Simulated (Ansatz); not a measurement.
Ideal-gas functions of CH₄BrInO, SMILES `[OH][InH][CH2]Br` at 600 K and 1 bar, from an Ansatz frequency run at PBE0-D4/def2-TZVP.

Molar mass 226.76 g/mol, point group C1 (symmetry number 1), electronic degeneracy 1, moments of inertia 81.704, 586.894, 619.158 u Å². Harmonic wavenumbers (cm⁻¹, unscaled): 33, 73, 131, 309, 417, 435, 519, 596, 606, 653, 790, 1048, 1089, 1412, 1884, 3119, 3199, 3897.

Use S(trans) = R[1.5 ln M + 2.5 ln T − 1.1517]; rotational temperatures θ = 24.2544 K / I; S(rot) = R[ln(√π/σ · √(T³/θAθBθC)) + 1.5]; for each mode x = 1.438777 ν̃/T, S = R[x/(eˣ − 1) − ln(1 − e⁻ˣ)] and H = RT x/(eˣ − 1); 1 cm⁻¹ = 0.0119627 kJ/mol; R = 8.31446 J/(mol·K).

Problem. By hand: the entropy, in J/(mol·K).

Solution. Translation 191.0. Rotation: θ = 0.2969, 0.0413, 0.0392 K, giving 128.8. Vibration, mode by mode: 29.41, 22.81, 17.98, 10.99, 8.65, 8.33, 7.01, 6.02, 5.90, 5.39, 4.14, 2.54, 2.35, 1.27, 0.51, 0.04, 0.03, 0.01, in all 133.4. Electronic 0.0. Sum 453.2 J/(mol·K).

Problem. By hand: H − E and G − E in kJ/mol, counted from the electronic energy.

Solution. Zero-point energy ½ × 20210 × 0.0119627 = 120.9; thermal vibration 36.4; translation, rotation and pV give 4 RT = 20.0. H − E = 177.3 kJ/mol, and G − E = 177.3 − 600 × 453.2/1000 = -94.6 kJ/mol.

Vibration gives 29 % of the entropy, 70.2 J/(mol·K) of it from the modes under 150 cm⁻¹: soft modes count most, and the harmonic formula is weakest for them. The sum counts one conformer and one mirror image; others add a mixing term.
